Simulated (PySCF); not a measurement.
**Zinc: a sound run and one with changed settings**

Sound run: Zn [Ar] 3d10 4s2, Zn⁺ [Ar] 3d10 4s1. Computed with PySCF 2.14 in Sapporo-DKH3-DZP-2012 (6s4p3d1f, 40 functions), with the spin-free X2C one-electron Hamiltonian (Gaussian nucleus). The sound run starts from symmetry-adapted Hartree-Fock orbitals and uses a fine grid where one is needed.

Changed run: 26 angular points. This setting is unsound on purpose.

```
species  method  sound run (hartree)  changed run (hartree)  converged
     Zn     UHF          -1794.22554            -1794.22554        yes
     Zn   M06-L          -1795.79902            -1795.79902        yes
     Zn    TPSS          -1795.88377            -1795.88377        yes
    Zn⁺     UHF          -1793.93776            -1793.93776        yes
    Zn⁺   M06-L          -1795.45833            -1795.45833        yes
    Zn⁺    TPSS          -1795.54461            -1795.54461        yes
```

Ionisation energy of Zn:

```tsv
method	sound run (eV)	changed run (eV)
UHF	7.831	7.831
M06-L	9.271	9.271
TPSS	9.229	9.229
```

Here the setting changes nothing at the digits shown.

For comparison, NIST gives 9.394 eV between the lowest levels.
